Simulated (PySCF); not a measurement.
Vertical excitations of a molecule C2H5BF2O from TDA-B3LYP/def2-SVPD (PySCF), as energy in eV (oscillator strength): 5.72 (0.012), 6.49 (0.001), 6.62 (0.024), 7.29 (0.027), 7.55 (0.002), 7.92 (0.005), 7.97 (0.023), 8.11 (0.024), 8.18 (0.073), 8.38 (0.007). Lowest triplet (TDA): 5.30 eV. Geometry: r2SCAN-D4/def2-SVP. The values are those of a single conformer.

Question: Which molecule gave these data?
A. CCOB(F)F
B. OCB(F)CF
C. C[C@@H](F)B(O)F
D. OB(CF)CF

Answer: B, OCB(F)CF
